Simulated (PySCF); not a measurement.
## Electronic absorption of Si(vinyl)I3

Species: Si(vinyl)I3, C₂H₃I₃Si.
InChI=1S/C2H3I3Si/c1-2-6(3,4)5/h2H,1H2

Level of theory: PySCF, TDDFT CAM-B3LYP/def2-SVPD, vertical, gas phase, core orbitals frozen in the response, def2 core potentials past Kr. One conformer (not necessarily the lowest) at the PBE0-D3(BJ)/def2-SVP geometry, without solvent, vibrations or thermal averaging. Spin–orbit coupling is left out.

Predict the UV-vis stick spectrum at this level.

```json
{"state": "S1", "E (eV)": "4.54", "E (hartree)": "0.1668", "f": "0.0001", "main configurations (H = HOMO, L = LUMO)": "H→L (94%)"}
{"state": "S2", "E (eV)": "4.78", "E (hartree)": "0.1757", "f": "0.022", "main configurations (H = HOMO, L = LUMO)": "H-1→L (89%)"}
{"state": "S3", "E (eV)": "4.89", "E (hartree)": "0.1796", "f": "0.032", "main configurations (H = HOMO, L = LUMO)": "H-2→L (88%)"}
{"state": "S4", "E (eV)": "5.17", "E (hartree)": "0.1899", "f": "0.030", "main configurations (H = HOMO, L = LUMO)": "H-3→L (79%)"}
{"state": "S5", "E (eV)": "5.27", "E (hartree)": "0.1936", "f": "0.014", "main configurations (H = HOMO, L = LUMO)": "H-5→L (71%), H→L+1 (14%)"}
{"state": "S6", "E (eV)": "5.29", "E (hartree)": "0.1946", "f": "0.024", "main configurations (H = HOMO, L = LUMO)": "H-4→L (75%)"}
{"state": "S7", "E (eV)": "5.73", "E (hartree)": "0.2105", "f": "0.0021", "main configurations (H = HOMO, L = LUMO)": "H→L+1 (75%), H-5→L (16%)"}
{"state": "S8", "E (eV)": "5.89", "E (hartree)": "0.2163", "f": "0.037", "main configurations (H = HOMO, L = LUMO)": "H-1→L+1 (84%), H-3→L (9%)"}
{"state": "S9", "E (eV)": "5.92", "E (hartree)": "0.2177", "f": "0.0012", "main configurations (H = HOMO, L = LUMO)": "H-2→L+1 (85%)"}
{"state": "S10", "E (eV)": "6.07", "E (hartree)": "0.2231", "f": "0.0081", "main configurations (H = HOMO, L = LUMO)": "H-3→L+1 (44%), H→L+2 (32%)"}
```

Triplets (Tamm–Dancoff): T1 4.10 eV, H-6→L+1 (48%), H-1→L+1 (18%), H-4→L+1 (10%); T2 4.17 eV, H→L (89%); T3 4.34 eV, H-1→L (84%); T4 4.41 eV, H-2→L (86%).

The lowest singlet comes at 273 nm (438 kJ/mol) in the ultraviolet; it is dark (f under 0.0005); its leading configuration is HOMO→LUMO (94%). The most intense listed level is S8 at 5.89 eV (211 nm, f = 0.037), 1.35 eV above S1. Löwdin shares by element: HOMO iodine 100%; LUMO iodine 72%, silicon 23%. Of the 10 states listed, 6 reach f = 0.01 and 1 stays under 0.0005. Weighted by f, the mean energy of these states is 5.30 eV. Orbital energies (eV): HOMO-3 -9.38, HOMO-2 -9.01, HOMO-1 -8.88, HOMO -8.69, LUMO -1.05, LUMO+1 -0.42, LUMO+2 0.28. The vertical ionisation energy (ΔSCF) is 9.42 eV, 3.35 eV above S10. The window holds the lowest 10 singlets.

The run took 3.9 min wall (grids of density and orbitals included) on Arm Neoverse V2, one thread (shared host), and the process peaked at 1.2 GiB of memory.
